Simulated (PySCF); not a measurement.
PySCF input for F3Re, SMILES [F][Re]([F])[F] (connectivity only; charge and spin as stated), neutral, multiplicity 5, TDA-PBE/def2-SVPD. Geometry optimised at B3LYP-D3(BJ)/def2-TZVP. The multiplicity is an assumed one; other spin states were not compared. The def2 effective core potentials stand for the cores of Re; spin–orbit coupling is left out.

```python
import numpy as np
from pyscf import gto, scf, dft, tdscf

mol = gto.M(
    atom='''
    Re    0.00000000    0.00000000   -0.07920143
    F     0.00000000    1.27796010    1.31461861
    F     0.00000000    0.00000000   -1.96922534
    F     0.00000000   -1.27796010    1.31461861
    ''',
    basis='def2-SVPD',
    ecp={'Re': 'def2-svp'},
    charge=0,
    spin=4,
    max_memory=1600,
    verbose=4,
)
mf = dft.UKS(mol, xc='pbe').density_fit(auxbasis='def2-universal-jkfit')
mf.grids.level = 3
mf.conv_tol = 1e-9
mf.max_cycle = 100
mf.kernel()
fine, coarse = mf.grids, dft.Grids(mol).set(level=1).build(with_non0tab=True)
for _ in range(3):  # follow internal instabilities
    mf.grids = coarse
    mo, _, stable, _ = mf.stability(return_status=True, nroots=4)
    mf.grids = fine
    if stable:
        break
    mf.kernel(mf.make_rdm1(mo, mf.mo_occ))
mf.grids = dft.Grids(mol).set(level=1).build(with_non0tab=True)  # coarser grid for the response kernel
td = tdscf.TDA(mf)
td.nstates = 10
td.conv_tol = 1e-4
td.positive_eig_threshold = 1e-6
td.kernel(x0=td.get_init_guess(mf, 15))
td.analyze(verbose=3)
```

Log of the run:

```
PySCF version 2.14.0

[INPUT] verbose = 4
[INPUT] num. atoms = 4
[INPUT] num. electrons = 42
[INPUT] charge = 0
[INPUT] spin (= nelec alpha-beta = 2S) = 4
[INPUT] symmetry False subgroup None
[INPUT] Mole.unit = angstrom
[INPUT] Symbol           X                Y                Z      unit          X                Y                Z       unit  Magmom
[INPUT]  1 Re     0.000000000000   0.000000000000  -0.079201430000 AA    0.000000000000   0.000000000000  -0.149669011374 Bohr   0.0
[INPUT]  2 F      0.000000000000   1.277960100000   1.314618610000 AA    0.000000000000   2.414994587122   2.484269131156 Bohr   0.0
[INPUT]  3 F      0.000000000000   0.000000000000  -1.969225340000 AA    0.000000000000   0.000000000000  -3.721296570154 Bohr   0.0
[INPUT]  4 F      0.000000000000  -1.277960100000   1.314618610000 AA    0.000000000000  -2.414994587122   2.484269131156 Bohr   0.0

nuclear repulsion = 154.452773597297
number of shells = 40
number of NR pGTOs = 159
number of NR cGTOs = 104
basis = def2-SVPD
ecp = {'Re': 'def2-svp'}


[settings echo left out]
init E= -365.345117163657
  alpha nocc = 23  HOMO = -0.405207132838896  LUMO = -0.347843827590193
  beta  nocc = 19  HOMO = -0.674212122623275  LUMO = -0.444343483220721

WARN: HOMO -0.405207132838896 >= LUMO -0.444343483220721

cycle= 1 E= -377.224230253765  delta_E= -11.9  |g|= 0.728  |ddm|= 5.59
  alpha nocc = 23  HOMO = -0.146678313228821  LUMO = -0.0646278472635977
  beta  nocc = 19  HOMO = -0.22577376135368  LUMO = -0.169220627863297

WARN: HOMO -0.146678313228821 >= LUMO -0.169220627863297

cycle= 2 E= -372.707608034662  delta_E= 4.52  |g|= 3.38  |ddm|= 2.57
  alpha nocc = 23  HOMO = -0.159813014921953  LUMO = -0.0378493261606749
  beta  nocc = 19  HOMO = -0.297230668783994  LUMO = -0.138987414240866
  HOMO = -0.159813014922  LUMO = -0.138987414241  gap/eV = 0.56669
cycle= 3 E= -377.331661588224  delta_E= -4.62  |g|= 0.466  |ddm|= 2.28
  alpha nocc = 23  HOMO = -0.206414762925182  LUMO = -0.0924923636171116
  beta  nocc = 19  HOMO = -0.323573637544182  LUMO = -0.181258099005934
  HOMO = -0.206414762925  LUMO = -0.181258099006  gap/eV = 0.68455
cycle= 4 E= -377.392887559195  delta_E= -0.0612  |g|= 0.277  |ddm|= 0.53
  alpha nocc = 23  HOMO = -0.228436616912142  LUMO = -0.109627687463664
  beta  nocc = 19  HOMO = -0.353959883190466  LUMO = -0.201163652518271
  HOMO = -0.228436616912  LUMO = -0.201163652518  gap/eV = 0.74214
cycle= 5 E= -377.417021741253  delta_E= -0.0241  |g|= 0.0838  |ddm|= 0.227
  alpha nocc = 23  HOMO = -0.212548623148286  LUMO = -0.0933011633918497
  beta  nocc = 19  HOMO = -0.34296058448998  LUMO = -0.18649360947741
  HOMO = -0.212548623148  LUMO = -0.186493609477  gap/eV = 0.70899
cycle= 6 E= -377.420315466733  delta_E= -0.00329  |g|= 0.0142  |ddm|= 0.0959
  alpha nocc = 23  HOMO = -0.213479466920422  LUMO = -0.0936324323445596
  beta  nocc = 19  HOMO = -0.34580032646533  LUMO = -0.186299052142122
  HOMO = -0.21347946692  LUMO = -0.186299052142  gap/eV = 0.73962
cycle= 7 E= -377.420401770527  delta_E= -8.63e-05  |g|= 0.00357  |ddm|= 0.0147
  alpha nocc = 23  HOMO = -0.21355509446359  LUMO = -0.093589826055144
  beta  nocc = 19  HOMO = -0.34580418954566  LUMO = -0.18610962130612
  HOMO = -0.213555094464  LUMO = -0.186109621306  gap/eV = 0.74683
cycle= 8 E= -377.420406634339  delta_E= -4.86e-06  |g|= 0.000701  |ddm|= 0.00287
  alpha nocc = 23  HOMO = -0.213587454497955  LUMO = -0.0935907289531457
  beta  nocc = 19  HOMO = -0.345787090146391  LUMO = -0.186135441065886
  HOMO = -0.213587454498  LUMO = -0.186135441066  gap/eV = 0.74701
cycle= 9 E= -377.42040684431  delta_E= -2.1e-07  |g|= 0.000146  |ddm|= 0.000683
  alpha nocc = 23  HOMO = -0.213594593137588  LUMO = -0.0935878906691414
  beta  nocc = 19  HOMO = -0.345796253217014  LUMO = -0.186146370708609
  HOMO = -0.213594593138  LUMO = -0.186146370709  gap/eV = 0.74690
cycle= 10 E= -377.420406854904  delta_E= -1.06e-08  |g|= 2.72e-05  |ddm|= 0.00015
  alpha nocc = 23  HOMO = -0.213596105468642  LUMO = -0.093585320716997
  beta  nocc = 19  HOMO = -0.345796526298628  LUMO = -0.18614634487427
  HOMO = -0.213596105469  LUMO = -0.186146344874  gap/eV = 0.74695
cycle= 11 E= -377.420406855427  delta_E= -5.23e-10  |g|= 1.3e-05  |ddm|= 4.97e-05
  alpha nocc = 23  HOMO = -0.213595115467305  LUMO = -0.0935850889757077
  beta  nocc = 19  HOMO = -0.34579439406965  LUMO = -0.186145148763004
  HOMO = -0.213595115467  LUMO = -0.186145148763  gap/eV = 0.74695
Extra cycle  E= -377.420406854927  delta_E= 5e-10  |g|= 3.94e-05  |ddm|= 3.53e-05
converged SCF energy = -377.420406854927  <S^2> = 6.0082146  2S+1 = 5.0032848
tot grids = 24840
uhf_internal: lowest eigs of H = [0.75145721 0.75307341 0.75573211 0.75861368]
<class 'pyscf.df.df_jk.DFUKS'> wavefunction is stable in the internal stability analysis
tot grids = 24840
Overwritten attributes  positive_eig_threshold  of <class 'pyscf.tdscf.uks.TDA'>


******** <class 'pyscf.tdscf.uks.TDA'> for <class 'pyscf.df.df_jk.DFUKS'> ********
nstates = 10
deg_eia_thresh = 1.000e-03
wfnsym = None
conv_tol = 0.0001
eigh lindep = 1e-12
eigh level_shift = 0
eigh max_cycle = 100


Excitation energies (eV)
[1.97294517 2.4861802  3.28086826 4.14858775 4.34211824 4.53897515
 4.57251785 4.92021543 4.97064367 5.00426073]

** Excitation energies and oscillator strengths **
Excited State   1:      1.97295 eV    628.42 nm  f=0.0034
Excited State   2:      2.48618 eV    498.69 nm  f=0.0000
Excited State   3:      3.28087 eV    377.90 nm  f=0.0015
Excited State   4:      4.14859 eV    298.86 nm  f=0.0037
Excited State   5:      4.34212 eV    285.54 nm  f=0.0002
Excited State   6:      4.53898 eV    273.15 nm  f=0.0174
Excited State   7:      4.57252 eV    271.15 nm  f=0.0009
Excited State   8:      4.92022 eV    251.99 nm  f=0.0012
Excited State   9:      4.97064 eV    249.43 nm  f=0.0000
Excited State  10:      5.00426 eV    247.76 nm  f=0.0048
```

The run converged.
